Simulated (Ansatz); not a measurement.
A run on `O=C=[N][Ti]([F])([F])[F]` with other settings.

```yaml
crystal:
  periodic: [false, false, false]
  atoms:
    - {symbol: O, position_ang: [0.487640, 3.012012, 0.816659]}
    - {symbol: C, position_ang: [0.310659, 1.908464, 0.510008]}
    - {symbol: N, position_ang: [0.126400, 0.761556, 0.190360]}
    - {symbol: Ti, position_ang: [-0.150756, -1.019021, -0.280158]}
    - {symbol: F, position_ang: [-1.375139, -1.710210, 0.746390]}
    - {symbol: F, position_ang: [1.332267, -1.910628, -0.089562]}
    - {symbol: F, position_ang: [-0.669772, -1.110073, -1.939396]}
basis:
  gaussian: {orbitals: def2-mTZVPP}
hamiltonian: {xc: {name: r2SCANh}}
scf: {lower_state_search: off}
```

```sh
$ ansatz run in.yaml --threads 4 --pin off --events-out ev --progress --plain --max-ram 11315MiB
```

Output, abridged:

```
Functional definition: r2SCANh
1296 factors; their error is unknown
mean field evaluation 1: about -35831.7178 eV, gradient 9.2e1 eV
mean field evaluation 2: about -35478.0688 eV, gradient 5.0e2 eV
mean field evaluation 4: about -35840.9202 eV, gradient 4.4e1 eV
mean field evaluation 8: about -35845.0376 eV, gradient 3.9e-1 eV
mean field evaluation 16: about -35845.1050 eV, gradient 1.8e-4 eV
mean field -35845.10498287 eV, -1317.2833114357 hartree, gradient 3.8e-6 eV, S^2 0.000000; 0 other end points of the search recorded, 0 dependent functions left out
reference -35845.10499032 eV, -1317.2833117094 hartree; 35, 35 occupied and 137, 137 virtual orbitals, 1296 factors
Total energy: -35845.10499032 eV, -1317.2833117094 hartree
Checks for a lower state left out: stability, starts, cluster_reference, orbital_swaps, neighbouring_geometries, increment
```

It took 2.9 s on 4 threads of an Arm Neoverse V1 on a shared host, with 0.38 GiB of host memory at the peak.
